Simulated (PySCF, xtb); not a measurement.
Si(F)2(NHMe)(OH) (CH5F2NOSi), SMILES CN[Si](O)(F)F.

xtb 6.7.1 with GFN2-xTB at its own geometry gives an orbital gap of 7.47 eV and a dipole moment of 3.71 D.

Geometry: r2SCAN-D4/def2-SVP. This is a generated structure with no PubChem entry under its InChIKey; it may be hypothetical. The values are those of a single conformer.

### Question
What does PBE0/def2-TZVP (PySCF) give? (An estimate is asked for; the answer gives what the named calculation found.)

### Answer
gap 8.00 eV (levels -7.58 and 0.41 eV), dipole 3.58 D.
